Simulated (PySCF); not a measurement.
C₆ coefficients of unlike pairs at PBE0

Calculated with PySCF 2.14 from the dipole response of each species, C₆(A,B) = (3/π) ∫ α_A(iu) α_B(iu) du, in atomic units, from isotropic polarisabilities. For ions this is the dispersion term alone; charge-induced terms of lower order in 1/R come first.

```csv
species,configuration,basis,relativity,α (bohr³),C₆ (like pair)
Ne²⁺,[He] 2s2 2p4 (3P),"aug-cc-pVQZ with one added diffuse shell each of s, p, d, f, g type (7s6p5d4f3g)",none,0.8574,1.083
Ti³⁺,[Ar] 3d1 (2D),"x2c-QZVPPall with one added diffuse shell each of s, p, d, f, g type (12s8p6d4f3g)",spin-free X2C,2.261,5.784
Ba,[Xe] 6s2 (1S),def2-QZVPPD with the def2 core potential (46 electrons) (7s5p3d2f1g),core potential,281.3,5656
Sn²⁺,[Kr] 4d10 5s2 (1S),aug-cc-pV5Z-PP with ECP28MDF (8s8p6d4f3g2h),core potential,15.36,84.46
```

(1) Estimate C₆ for Sn²⁺ with Ba.

No spin-orbit coupling is included.

The other pairs:

| pair | C₆ |
| --- | --- |
| Sn²⁺, Ne²⁺ | 8.172 |
| Sn²⁺, Ti³⁺ | 19.91 |
| Ba, Ti³⁺ | 96.58 |
| Ti³⁺, Ne²⁺ | 2.481 |
| Ba, Ne²⁺ | 37.71 |

Results:

(1) The integral gives 538.0. The combination rule 2 C_A C_B / (C_A α_B/α_A + C_B α_A/α_B) gives 514.9 and the geometric mean 691.2.
